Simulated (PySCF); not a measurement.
Mayer bond orders and bond lengths

Species: C5H10NPSi.
Atom-mapped SMILES: `[CH2:1]=[CH:2][C:3](=[CH2:4])/[CH:5]=[N:6]/[SiH2:7][PH2:8]` (hydrogens: H9, H10 on C1; H11 on C2; H12, H13 on C4; H14 on C5; H15, H16 on Si7; H17, H18 on P8)

Cartesian coordinates in Å at the GFN2-xTB level; atoms count from 1:
```
atom  x, y, z in Å
C1    -1.0563   -1.8554   -0.4765
C2    -1.9052   -0.9313   -0.0474
C3    -1.7050    0.5138   -0.1270
C4    -2.7439    1.3551   -0.0168
C5    -0.3686    1.0788   -0.3099
N6     0.6881    0.4416   -0.0650
Si7    2.3664    0.6953   -0.2028
P8     2.9302   -0.7945   -1.7912
H9    -0.1075   -1.6008   -0.9163
H10   -1.2889   -2.9043   -0.4001
H11   -2.8613   -1.2289    0.3663
H12   -3.7457    0.9980    0.1503
H13   -2.6175    2.4228   -0.0804
H14   -0.3615    2.1256   -0.6423
H15    2.9006    1.9967   -0.6324
H16    2.8608    0.3478    1.1288
H17    4.2767   -0.7501   -1.4849
H18    2.7298   -1.9039   -0.9938
```

Bond orders from the PBE0/pcSseg-1 density (PySCF). Geometry: GFN2-xTB, one conformer, isolated molecule.

Task: How far do the computed orders between heavy atoms stray from the drawn ones?

Result: The largest departure is 0.152, at C3–C4 (drawn double, 1.848).

Task: Set the Mayer orders of the bonds between heavy atoms beside their lengths.

Result: 
```tsv
bond	drawn as	length (Å)	Mayer order
C1–C2	double	1.326	1.943
C2–C3	single	1.461	1.071
C3–C4	double	1.341	1.848
C3–C5	single	1.462	1.031
C5–N6	double	1.258	1.861
N6–Si7	single	1.703	0.997
Si7–P8	single	2.250	0.983
```

Bonds between the same two heavy elements. C–C: lowest C3–C5 (1.031, 1.462 Å), highest C1–C2 (1.943, 1.326 Å).

Task: And the bonds to hydrogen?

Result: C–H: 0.93 to 0.95 (6 bonds); H–Si: 0.88 to 0.91 (2 bonds); H–P: 0.93 (2 bonds).

Task: Sum the orders of all bonds at each heavy atom with more than one neighbour and set the sums beside the valence in the SMILES.

Result: C1 3.819 (drawn 4), C2 3.966 (drawn 4), C3 3.950 (drawn 4), C4 3.730 (drawn 4), C5 3.833 (drawn 4), N6 2.858 (drawn 3), Si7 3.774 (drawn 4), P8 2.849 (drawn 3). Orders between atoms that aren't bonded are not in these sums.

For a closed shell the Mayer order of atoms A and B is Σ (PS)μν (PS)νμ over the basis functions μ on A and ν on B, with P the density and S the overlap matrix.
